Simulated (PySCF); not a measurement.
H₉Si₄, charge +1, multiplicity 1.

```xyz
13

Si    -0.1350     2.1137     0.2866
Si    -0.0189     0.0543    -0.7149
Si    -1.8636    -1.1317     0.2666
Si     2.0136    -0.9339     0.0770
H     -0.3429     3.4257    -0.3803
H     -0.0392     2.2498     1.7634
H     -0.1246     0.3090    -2.1764
H     -1.7213    -2.5013    -0.2911
H     -3.1325    -0.4726    -0.1289
H     -1.6358    -1.0858     1.7337
H      1.9508    -2.3308    -0.4232
H      3.1612    -0.1707    -0.4722
H      1.9394    -0.8567     1.5588
```
Charge +1, spin multiplicity 1.

The structure is a stationary point at B3LYP-D3(BJ)/def2-SVP. The spin state was assumed, not searched. The isomer is the one that the SMILES or the coordinates give; other isomers of the formula were not compared.

These are PBE0/pcSseg-1 (PySCF) values and carry that method's errors. Non-relativistic, no solvent.

Computed absolute GIAO shielding of each atom: isotropic value and principal components (ppm):
| atom | σ(iso) | σ11 | σ22 | σ33 | span |
|---|---|---|---|---|---|
| Si1 | -155.8 | -804.3 | -59.7 | 396.7 | 1201.0 |
| Si2 | 402.6 | 264.0 | 462.0 | 481.7 | 217.8 |
| Si3 | 447.6 | 428.5 | 451.6 | 462.5 | 34.0 |
| Si4 | 446.2 | 431.2 | 450.4 | 456.9 | 25.7 |
| H5 | 21.3 | 16.0 | 22.4 | 25.5 | 9.5 |
| H6 | 21.8 | 16.3 | 23.1 | 25.9 | 9.6 |
| H7 | 26.6 | 23.4 | 23.8 | 32.6 | 9.2 |
| H8 | 26.7 | 23.2 | 24.8 | 32.0 | 8.8 |
| H9 | 27.0 | 23.0 | 25.0 | 33.1 | 10.2 |
| H10 | 27.0 | 23.4 | 25.5 | 32.1 | 8.7 |
| H11 | 26.7 | 23.2 | 24.9 | 32.0 | 8.8 |
| H12 | 27.0 | 22.9 | 24.9 | 33.0 | 10.1 |
| H13 | 26.9 | 23.4 | 25.4 | 32.0 | 8.6 |
